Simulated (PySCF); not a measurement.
C4H7F2OSi (doublet state).
Numbering: `[F:1][CH:2][C@@H:3]1[CH2:4][O:5][SiH2:6][C@H:7]1[F:8]` (hydrogens: H9 on C2; H10 on C3; H11, H12 on C4; H13, H14 on Si6; H15 on C7)

Geometry (GFN2-xTB, Å), atoms numbered from 1 in this order:
```
atom  x, y, z in Å
F1     2.531    0.212   -0.841
C2     1.924    0.685    0.270
C3     0.549    0.246    0.526
C4     0.360   -1.275    0.395
O5    -1.000   -1.578    0.202
Si6   -1.928   -0.386   -0.411
C7    -0.478    0.885   -0.454
F8    -0.807    2.149   -0.015
H9     2.319    1.634    0.587
H10    0.257    0.570    1.529
H11    0.932   -1.651   -0.460
H12    0.696   -1.790    1.298
H13   -2.945    0.011    0.550
H14   -2.384   -0.723   -1.752
H15   -0.032    1.020   -1.445
```

The hyperfine couplings belong to this conformer and change with its torsions.

Method: UKS B3LYP, pcH-1 on C F H O Si, non-relativistic, mean-field spin-orbit, GIAO in PySCF 2.14.0. Geometry: GFN2-xTB, one conformer, isolated molecule. A GFN2-xTB geometry isn't a minimum of the functional, and hyperfine couplings can be far from their values at a DFT geometry. The SCF solution wasn't tested for stability.

Problem. Give the principal g shifts and their parts.

Solution. 
```
                    Δg (ppm)     1     2     3
relativistic mass correction  -203  -203  -203
            gauge correction     3    29    39
   orbital Zeeman/spin–orbit    -9  2203  2774
                       total  -209  2029  2609
```

So g = 2.00211, 2.00435, 2.00493 and g_iso = 2.00380; the tensor is rhombic: the two nearest values differ by 21 % of g3 − g1. Axes: g2 points within 12° of the F1–C2 bond.

Problem. What are the electron Larmor frequencies g μB B/h along the three axes at 340 mT?

Solution. 9.5275, 9.5381, 9.5409 GHz for g1, g2 and g3, a range of 13.4 MHz.

Problem. Average each term over the three axes. Which is largest in size?

Solution. The orbital-Zeeman/spin–orbit term 1656, the mass correction -203 and the gauge correction 24 ppm, for a total of 1477 ppm. The orbital-Zeeman/spin–orbit term is the largest in size. The mass correction is the same along every axis, so the anisotropy comes from the other two: their spans along these axes are 36 (gauge) and 2782 ppm (orbital Zeeman/spin–orbit).

Problem. In a frozen sample, at which fields do the three g values resonate at 9.5, 34, 94 and 263 GHz (hyperfine left aside), and which band first spreads them over more than twice a line width of 0.5 mT?

Solution. 
| band | GHz | B(g3) mT | B(g2) mT | B(g1) mT | spread mT |
| --- | --- | --- | --- | --- | --- |
| X | 9.5 | 338.54 | 338.64 | 339.02 | 0.48 |
| Q | 34.0 | 1211.63 | 1211.98 | 1213.33 | 1.71 |
| W | 94.0 | 3349.79 | 3350.76 | 3354.50 | 4.71 |
| J | 263.0 | 9372.28 | 9374.99 | 9385.47 | 13.19 |

The spread grows in proportion to the frequency. Q band is the first where it exceeds 1.0 mT.

Largest spin populations (Mulliken): C2 (+0.93), F1 (+0.07) and C7 (+0.06). No atom but C2 exceeds +0.15. The angles at C2 add up to 354.0°, so it is slightly pyramidal.

The HOMO–LUMO gaps are 5.68 eV among the α and 6.12 eV among the β orbitals.
